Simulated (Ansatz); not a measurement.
C$_{3}$H$_{5}$, doublet, geometry from GFN2-xTB. Base run: Ansatz (a quantum-chemistry and plane-wave program) with PBE0/pcseg-1.

Geometry (Å):
```xyz
8

C     -0.0101     0.8848    -0.0378
C      0.7632    -0.3507     0.0569
C     -0.7552    -0.3683     0.0510
H     -0.0163     1.6649    -0.7680
H      1.3146    -0.7065    -0.8077
H      1.2520    -0.5939     0.9911
H     -1.2455    -0.6229     0.9815
H     -1.2916    -0.7367    -0.8178
```
Charge 0, spin multiplicity 2.
Orbitals are unrestricted.
All else is at Ansatz's defaults.

Variants of this job, named by their change:

| change | basis functions | E (Eh) | core-seconds (rough) |
|---|---|---|---|
| base | 67 | -117.04481 | 2 |
| basis = STO-3G | 20 | -115.65234 | 1 |
| basis = 6-31G | 37 | -117.03385 | 2 |
| basis = 3-21G | 37 | -116.41565 | 1 |
| basis = 6-311G** | 84 | -117.09790 | 2 |
| basis = def2-SVPD | 100 | -116.99220 | 4 |
| basis = aug-cc-pVDZ | 114 | -117.08185 | 5 |
| basis = aug-pcseg-1 | 114 | -117.04968 | 5 |
| basis = def2-TZVPD | 156 | -117.11184 | 6 |
| basis = pcseg-2 | 160 | -117.11196 | 6 |
| basis = cc-pVTZ | 160 | -117.10984 | 5 |
| basis = def2-TZVPP | 163 | -117.11323 | 6 |
| basis = def2-QZVP | 321 | -117.11983 | 20 |

Totals compare only among sets that treat the same electrons; sets with core potentials leave the core out.
